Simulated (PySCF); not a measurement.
C₆H₁₀, SMILES C=C/C(C)=C\C. Atoms are numbered in the order given.

```xyz
16

C      1.0696    -2.0918     0.0000
C      0.8987    -0.7490     0.0000
C     -0.3878    -0.0470     0.0000
C     -1.6434    -0.8847     0.0000
C     -0.4755     1.3153     0.0000
C      0.6315     2.3230     0.0000
H      0.2212    -2.7936     0.0000
H      2.0771    -2.5344     0.0000
H      1.8026    -0.1178     0.0000
H     -2.5514    -0.2519     0.0000
H     -1.6862    -1.5480    -0.8901
H     -1.6862    -1.5480     0.8901
H     -1.4945     1.7440     0.0000
H      1.6426     1.8750     0.0000
H      0.5583     2.9897    -0.8870
H      0.5583     2.9897     0.8870
```
Charge 0, spin multiplicity 1.

Geometry: PBE-D3(BJ)/def2-SVP. The values are those of a single conformer.

Method: PySCF with B3LYP/def2-TZVP.

Atomic charges (e):

```csv
atom,meta-Löwdin,Mulliken
C1,-0.27,[?]
C2,-0.10,-0.10
C3,0.01,0.12
C4,-0.32,-0.38
C5,-0.11,[?]
C6,-0.32,-0.32
H7,0.11,[?]
H8,0.12,[?]
H9,0.11,[?]
H10,0.11,[?]
H11,0.11,[?]
H12,0.11,[?]
H13,0.10,0.10
H14,0.11,0.10
H15,0.12,0.12
H16,0.12,0.12
```

### Question
Some entries are withheld; supply them. (Estimate from the structure and the level; the computed values follow.)

### Answer

- C1, Mulliken: -0.29
- C5, Mulliken: -0.12
- H7, Mulliken: 0.12
- H8, Mulliken: 0.11
- H9, Mulliken: 0.09
- H10, Mulliken: 0.11
- H11, Mulliken: 0.12
- H12, Mulliken: 0.12

Computed Mayer and Wiberg (Löwdin basis) orders of the bonds:
```csv
bond,Mayer,Wiberg
C1–C2,1.84,2.08
C2–C3,1.04,1.24
C3–C4,0.91,1.21
C3–C5,1.75,1.82
C5–C6,0.97,1.32
C1–H7,0.96,0.89
C1–H8,0.97,0.90
C2–H9,0.96,0.81
C4–H10,0.98,0.89
C4–H11,0.97,0.89
C4–H12,0.97,0.89
C5–H13,0.95,0.82
C6–H14,0.98,0.90
C6–H15,0.96,0.89
C6–H16,0.96,0.89
```
